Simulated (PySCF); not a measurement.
C2Cl3, SMILES Cl[C]=C(Cl)Cl (connectivity only; charge and spin as stated), charge +1, multiplicity 1.

Geometry optimised at B3LYP-D3(BJ)/def2-SVP. The spin state was assumed, not searched. The isomer is the one that the SMILES or the coordinates give; other isomers of the formula were not compared.

The numbers are results of PBE/def2-TZVP run with PySCF, not measurements.

Gas-phase values at a fixed geometry.

Estimate the frontier levels, gap, dipole moment and polarisability. (Estimate from the structure and the level; the computed values follow.)


```yaml
highest_occupied_level: -12.17 eV
lowest_empty_level: -11.08 eV
orbital_gap: 1.09 eV
dipole_moment_about_the_centre_of_nuclear_charge: 2.95 D
mean_static_polarisability: 63.9 bohr³ (9.46 Å³)
polarisability_principal_values: 32.8, 64.1, 94.6 bohr³
```
